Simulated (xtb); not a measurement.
FGa, charge +1, doublet, at a GFN2-xTB geometry (such geometries of metal compounds can be far from the true shape) (a state made from the parent by changing its charge; the spin is typed, not shown lowest), atoms displaced at random by about 0.1 Å a coordinate; GFN1-xTB (xtb 6.7.1).

The xtb input:
```
$ xtb mol.xyz --gfn 1 --chrg 1 --uhf 1 --opt crude --json

# file mol.xyz
2

Ga     0.10012310     0.09955383    -0.52533913
F     -0.33885985    -0.05004018     1.40894914
```

The log (banner, timings and long lists left out):

```
   ID    Z sym.   atoms
    1   31 Ga     1
    2    9 F      2

           -------------------------------------------------
          |                Calculation Setup                |
           -------------------------------------------------

           -------------------------------------------------
          |                 G F N 1 - x T B                 |
           -------------------------------------------------

          ...................................................
          :                      SETUP                      :
          :.................................................:
          :  # basis functions                  14          :
          :  # atomic orbitals                  13          :
          :  # shells                            5          :
          :  # electrons                         9          :
          :  # halogen bonds                     0          :
          :  max. iterations                   250          :
          :  Hamiltonian                  GFN1-xTB          :
          :  restarted?                      false          :
          :  GBSA solvation                  false          :
          :  PC potential                    false          :
          :  electronic temp.          300.0000000     K    :
          :  accuracy                    1.0000000          :
          :  -> integral cutoff          0.2500000E+02      :
          :  -> integral neglect         0.1000000E-07      :
          :  -> SCF convergence          0.1000000E-05 Eh   :
          :  -> wf. convergence          0.2000000E-04 e    :
          :  Broyden damping             0.4000000          :
          :  net charge                          1          :
          :  unpaired electrons                  1          :
          ...................................................

 iter      E             dE          RMSdq      gap      omega  full diag
   1     -5.8508597 -0.585086E+01  0.544E+00    8.27       0.0  T
   2     -5.7851222  0.657375E-01  0.564E+00    6.02       1.0  T
   3     -5.9180994 -0.132977E+00  0.211E+00    7.83       1.0  T
   4     -5.9199146 -0.181519E-02  0.536E-01    7.59       1.0  T
   5     -5.9208423 -0.927670E-03  0.371E-02    7.68       1.9  T
   6     -5.9208444 -0.213798E-05  0.362E-02    7.67       2.0  T
   7     -5.9208472 -0.276954E-05  0.976E-03    7.67       7.2  T
   8     -5.9208474 -0.184364E-06  0.352E-03    7.67      20.1  T
   9     -5.9208474 -0.280652E-07  0.766E-05    7.67     922.8  T
  10     -5.9208474 -0.129523E-10  0.557E-08    7.67  100000.0  T

   *** convergence criteria satisfied after 10 iterations ***

         :::::::::::::::::::::::::::::::::::::::::::::::::::::
         ::                     SUMMARY                     ::
         :::::::::::::::::::::::::::::::::::::::::::::::::::::
         :: total energy              -5.920551165089 Eh    ::
         :: gradient norm              0.045810502948 Eh/a0 ::
         :: HOMO-LUMO gap              7.673122551277 eV    ::
         ::.................................................::
         :: SCC energy                -5.920847406125 Eh    ::
         :: -> electrostatic           0.136314645175 Eh    ::
         :: repulsion energy           0.000453851955 Eh    ::
         :: dispersion energy         -0.000157610919 Eh    ::
         :: halogen bond corr.         0.000000000000 Eh    ::
         :: add. restraining           0.000000000000 Eh    ::
         :: total charge               1.000000000367 e     ::
         :::::::::::::::::::::::::::::::::::::::::::::::::::::

      -----------------------------------------------------------
     |                   =====================                   |
     |                        A N C O P T                        |
     |                   =====================                   |
     |               Approximate Normal Coordinate               |
[...]
 * total energy  :    -5.9205512 Eh     change        0.3552714E-14 Eh
 * total energy  :    -5.9254782 Eh     change       -0.4927014E-02 Eh
 * total energy  :    -5.9169079 Eh     change        0.8570270E-02 Eh
 * total energy  :    -5.9300068 Eh     change       -0.1309893E-01 Eh
 * total energy  :    -5.9307221 Eh     change       -0.7152145E-03 Eh
 * total energy  :    -5.9310294 Eh     change       -0.3073365E-03 Eh
   *** GEOMETRY OPTIMIZATION CONVERGED AFTER 6 ITERATIONS ***
[...]

 iter      E             dE          RMSdq      gap      omega  full diag
   1     -5.9365095 -0.593651E+01  0.648E-08    7.42       0.0  T
   2     -5.9365095 -0.124345E-13  0.486E-08    7.42  100000.0  T
   3     -5.9365095  0.355271E-14  0.339E-08    7.42  100000.0  T

   *** convergence criteria satisfied after 3 iterations ***

         :::::::::::::::::::::::::::::::::::::::::::::::::::::
         ::                     SUMMARY                     ::
         :::::::::::::::::::::::::::::::::::::::::::::::::::::
         :: total energy              -5.931029386477 Eh    ::
         :: gradient norm              0.004028264742 Eh/a0 ::
         :: HOMO-LUMO gap              7.422163960414 eV    ::
         ::.................................................::
         :: SCC energy                -5.936509544118 Eh    ::
         :: -> electrostatic           0.139081444181 Eh    ::
         :: repulsion energy           0.005637356335 Eh    ::
         :: dispersion energy         -0.000157198694 Eh    ::
         :: halogen bond corr.         0.000000000000 Eh    ::
         :: add. restraining           0.000000000000 Eh    ::
         :: total charge               1.000000000000 e     ::
         :::::::::::::::::::::::::::::::::::::::::::::::::::::

           -------------------------------------------------
          |                Property Printout                |
           -------------------------------------------------

    * Orbital Energies and Occupations

         #    Occupation            Energy/Eh            Energy/eV
      -------------------------------------------------------------
         1        2.0000           -1.1148732             -30.3372
         2        2.0000           -0.8572085             -23.3258
         3        2.0000           -0.8172547             -22.2386
         4        2.0000           -0.8172547             -22.2386
         5        1.0000           -0.7499537             -20.4073 (HOMO)
         6                         -0.4771941             -12.9851 (LUMO)
         7                         -0.4771941             -12.9851
         8                         -0.4272007             -11.6247
         9                         -0.4272007             -11.6247
        10                         -0.4139808             -11.2650
        11                         -0.3972220             -10.8090
        12                         -0.3972220             -10.8090
        13                         -0.1625137              -4.4222
      -------------------------------------------------------------
                  HL-Gap            0.2727595 Eh            7.4222 eV
             Fermi-level           -0.6984193 Eh          -19.0050 eV

  Mulliken/CM5 charges         n(s)   n(p)   n(d)
     1Ga    1.06712  1.08274   1.448  0.370  0.115
     2F    -0.06712 -0.08274   1.810  5.257  0.000

Wiberg/Mayer (AO) data.
largest (>0.10) Wiberg bond orders for each atom

 ---------------------------------------------------------------------------
     #   Z sym  total        # sym  WBO       # sym  WBO       # sym  WBO
 ---------------------------------------------------------------------------
     1  31 Ga   1.319 --     2 F    1.319
     2   9 F    1.319 --     1 Ga   1.319
 ---------------------------------------------------------------------------

Topologies differ in total number of bonds
Writing topology from bond orders to xtbtopo.mol

 dipole moment from electron density (au)
     X       Y       Z
   0.2860   0.2211  -1.4191  total (Debye):    3.722

optimized geometry written to: xtbopt.xyz

           -------------------------------------------------
          | TOTAL ENERGY               -5.931029386477 Eh   |
          | GRADIENT NORM               0.004028264742 Eh/α |
          | HOMO-LUMO GAP               7.422163960414 eV   |
           -------------------------------------------------

normal termination of xtb
```
